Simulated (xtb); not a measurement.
xtb input (GFN-FF):

```bash
xtb mol.xyz --gfnff --opt tight --chrg 0 --uhf 0
```
mol.xyz:
```
6

O      1.11506267    -0.63151409     0.04224857
C     -0.00425118     0.10072162    -0.00984151
O     -0.05471930     1.29644549    -0.12667575
O     -1.05807806    -0.71860254     0.08967140
H      1.85528918    -0.01327768    -0.03185832
H     -1.84790459    -0.16168288     0.04895372
```

End of the output:

```
         :::::::::::::::::::::::::::::::::::::::::::::::::::::
         ::                     SUMMARY                     ::
         :::::::::::::::::::::::::::::::::::::::::::::::::::::
         :: total energy              -0.951904260780 Eh    ::
         :: gradient norm              0.000017027165 Eh/a0 ::
         ::.................................................::
         :: bond energy               -0.833887279179 Eh    ::
         :: angle energy               0.001479626926 Eh    ::
         :: torsion energy             0.000000000000 Eh    ::
         :: repulsion energy           0.083831025963 Eh    ::
         :: electrostat energy        -0.201974882860 Eh    ::
         :: dispersion energy         -0.001330446565 Eh    ::
         :: HB energy                  0.000000000000 Eh    ::
         :: XB energy                  0.000000000000 Eh    ::
         :: bonded atm energy         -0.000022305065 Eh    ::
         :: external energy            0.000000000000 Eh    ::
         :: add. restraining           0.000000000000 Eh    ::
         :: total charge               0.000000000000 e     ::
         :::::::::::::::::::::::::::::::::::::::::::::::::::::

           -------------------------------------------------
          |                Property Printout                |
           -------------------------------------------------

molecular dipole:
                 x           y           z       tot (Debye)
 q only:       -0.003       0.065      -0.006       0.165
           -------------------------------------------------
          |                Geometry Summary                 |
           -------------------------------------------------

      molecular mass/u    :       62.0248322
   center of mass at/Å    :        0.0010015      -0.0237292       0.0023186
  moments of inertia/u·Å² :        0.3723064E+02   0.5031897E+02   0.8754961E+02
rotational constants/cm⁻¹ :        0.4527892E+00   0.3350154E+00   0.1925495E+00

 * 5 selected distances

     #   Z          #   Z                                           value/Å
     1   8 O        2   6 C                                       1.3356654 (max)
     2   6 C        3   8 O                                       1.2057633
     2   6 C        4   8 O                                       1.3356654
     1   8 O        5   1 H                                       0.9731598
     4   8 O        6   1 H                                       0.9731598 (min)

 * 2 distinct bonds (by element types)

   Z      Z             #   av. dist./Å        max./Å        min./Å
   1 H    8 O           2     0.9731598     0.9731598     0.9731598
   6 C    8 O           3     1.2923647     1.3356654     1.2057633

optimized geometry written to: xtbopt.xyz

           -------------------------------------------------
          | TOTAL ENERGY               -0.951904260780 Eh   |
          | GRADIENT NORM               0.000017027165 Eh/α |
           -------------------------------------------------
########################################################################
[WARNING] Runtime exception occurred
Note: The following floating-point exceptions are signalling: IEEE_UNDERFLOW_FLAG IEEE_DENORMAL
normal termination of xtb
-1- gfnff_setup: Could not read topology file.
########################################################################

------------------------------------------------------------------------
------------------------------------------------------------------------
 total:
 SCF:
 ANC optimizer:
```
